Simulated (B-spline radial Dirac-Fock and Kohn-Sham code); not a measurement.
# Internal conversion coefficients of Pt at 500 keV

Z = 78 (platinum), transition energy 500 keV. Level of theory: a Dirac-Hartree-Slater potential of the neutral atom with a Latter tail (no hole, which puts coefficients of high multipoles low close above an edge), finite nucleus with surface currents; a B-spline atomic structure program. Subshells that would emit electrons below 1 keV are left out.

Input file task.json (cfg lists n, l and occupation; rrms is the nuclear radius in fm):

```json
{"items": [{
  "Z": 78,
  "q": 0,
  "cfg": [[1, 0, 2], [2, 0, 2], [2, 1, 6], [3, 0, 2], [3, 1, 6], [3, 2, 10], [4, 0, 2], [4, 1, 6], [4, 2, 10], [4, 3, 14], [5, 0, 2], [5, 1, 6], [5, 2, 9], [6, 0, 1]],
  "A": 195,
  "rrms": 5.427,
  "do": "conversion",
  "gamma": [500],
  "edges": {"K": 78395.0, "L1": 13880.0, "L2": 13273.0, "L3": 11564.0, "M1": 3296.0, "M2": 3027.0, "M3": 2645.0, "M4": 2202.0, "M5": 2122.0, "N1": 725.4, "N2": 609.1, "N3": 519.4, "N4": 331.6, "N5": 314.6, "N6": 74.5, "N7": 71.2, "O1": 101.7, "O2": 65.3}
}]}
```

Launch: `python xray2_run.py task.json out`

```
subshell  electron energy (keV)        E1        E4        E5        M1        M3
       K                 421.61   0.00691     0.112     0.273    0.0648     0.445
      L1                 486.12  0.000886    0.0246    0.0789   0.00954    0.0909
      L2                 486.73  0.000104    0.0709     0.305  0.000866    0.0171
      L3                 488.44  8.17e-05    0.0171    0.0683  7.55e-05    0.0128
      M1                 496.70  0.000199   0.00612    0.0205   0.00218    0.0219
      M2                 496.97  2.60e-05    0.0187    0.0820  0.000221   0.00450
      M3                 497.36  2.11e-05   0.00462    0.0187  1.97e-05   0.00354
      M4                 497.80  2.51e-07  0.000182   0.00192  2.66e-07  5.20e-05
      M5                 497.88  3.30e-07  8.67e-05  0.000677  2.40e-07  8.30e-06
   total                          0.00831     0.263     0.886    0.0784     0.604
```

Question: For a pure M3 transition, what fraction of decays emits a photon?

Answer: 1/(1 + α) = 0.623 with the total α = 0.604; the total includes the outer subshells that are not listed.

Values without a named source are computed, but for edge energies of neutral atoms, which are taken from tables.
